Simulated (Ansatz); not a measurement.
`[Cl][InH2]` + CH₃SH → `C[S][InH2]` + HCl at 600 K and 1 bar (ligand exchange at the In–Cl bond).

Calculated with Ansatz (gas phase, PBE0-D4/def2-TZVP geometries, no zero-point term in ΔE). CCSD(T)/CBS adds triple-zeta CCSD(T) − MP2 to the extrapolated MP2 energy (def2 sets, frozen cores). This one scheme is used for every species. def2 core potentials past Kr. For In outer-core shells are correlated without core-valence functions, which leaves a few kJ/mol of doubt a bond.

| species | CCSD(T)/CBS energy (Eh) | H − E (kJ/mol) | S (J/(mol·K)) |
| --- | --- | --- | --- |
| `[Cl][InH2]` | -650.81839 | 65.0 | 319.0 |
| CH₃SH | -438.22835 | 152.3 | 296.8 |
| `C[S][InH2]` | -628.65181 | 183.5 | 409.5 |
| HCl | -460.38127 | 35.4 | 207.2 |

H − E and S are ideal-gas, rigid-rotor, harmonic terms from PBE0-D4/def2-TZVP. 1 Eh = 2625.50 kJ/mol, R = 8.31446 J/(mol·K).

By hand: ΔE, ΔH, ΔS and ΔG.

ΔE = (-628.65181) + (-460.38127) − (-650.81839) − (-438.22835) = 0.01366 Eh = 35.9 kJ/mol. Δ(H − E) = 183.5 + 35.4 − 65.0 − 152.3 = 1.6, so ΔH = 37.5 kJ/mol. ΔS = 409.5 + 207.2 − 319.0 − 296.8 = 0.9 J/(mol·K). ΔG = 37.5 − 600 × (0.9)/1000 = 37.0 kJ/mol.

By hand: the equilibrium constant, and the temperature at which ΔG would vanish if ΔH and ΔS stayed fixed.

log₁₀ K = −ΔG/(RT ln 10) = -3.2. ΔG = 0 at ΔH/ΔS = 41667 K, far beyond where these terms or the molecules hold.

The number of gas molecules stays the same, so ΔS is small and ΔH decides. A doubt of 5 kJ/mol in ΔE shifts log₁₀ K by 0.4 here. Modes under 60 cm⁻¹, often nearly free rotors, make the harmonic entropy too high. These are equilibria of isolated gas molecules and say nothing of rates. Largest T1 diagnostic: 0.014 (customary marks: 0.02 for closed shells, 0.045 for open ones).
